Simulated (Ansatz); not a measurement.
`[F][In]([Cl])[Cl]` + NH₃ → `[NH2][In]([Cl])[Cl]` + H–F at 700 K and 1 bar (ligand exchange at the In–F bond).

Program: Ansatz. Geometries: PBE0-D4/def2-TZVP. ΔE: electronic, gas phase. CCSD(T)/CBS is the MP2 limit (def2-TZVPP, def2-QZVPP) plus CCSD(T) − MP2 in def2-TZVPP, frozen cores. This one scheme is used for every species. def2 core potentials past Kr. For In outer-core shells are correlated without core-valence functions, which leaves a few kJ/mol of doubt a bond. Each species was taken in one conformer, which may not be the lowest.

| species | CCSD(T)/CBS energy (Eh) | H − E (kJ/mol) | S (J/(mol·K)) |
| --- | --- | --- | --- |
| `[F][In]([Cl])[Cl]` | -1209.28900 | 59.6 | 406.6 |
| NH₃ | -56.50880 | 116.9 | 226.5 |
| `[NH2][In]([Cl])[Cl]` | -1165.39137 | 132.3 | 442.5 |
| H–F | -100.39570 | 45.2 | 198.5 |

H − E and S are ideal-gas, rigid-rotor, harmonic terms from PBE0-D4/def2-TZVP, for one conformer and one mirror image of each species. 1 Eh = 2625.50 kJ/mol, R = 8.31446 J/(mol·K).

Task: By hand: ΔE, ΔH, ΔS and ΔG.

Result: ΔE = (-1165.39137) + (-100.39570) − (-1209.28900) − (-56.50880) = 0.01073 Eh = 28.2 kJ/mol. Δ(H − E) = 132.3 + 45.2 − 59.6 − 116.9 = 1.0, so ΔH = 29.2 kJ/mol. ΔS = 442.5 + 198.5 − 406.6 − 226.5 = 7.9 J/(mol·K). ΔG = 29.2 − 700 × (7.9)/1000 = 23.7 kJ/mol.

Task: By hand: the equilibrium constant, and the temperature at which ΔG would vanish if ΔH and ΔS stayed fixed.

Result: log₁₀ K = −ΔG/(RT ln 10) = -1.8. ΔG = 0 at ΔH/ΔS = 3696 K, far beyond where these terms or the molecules hold.

The number of gas molecules stays the same, so ΔS is small and ΔH decides. A doubt of 5 kJ/mol in ΔE shifts log₁₀ K by 0.4 here. Other conformers and mirror images would add mixing entropy, several J/(mol·K) or more a flexible species. These are equilibria of isolated gas molecules and say nothing of rates. Largest T1 diagnostic: 0.014 (customary marks: 0.02 for closed shells, 0.045 for open ones).
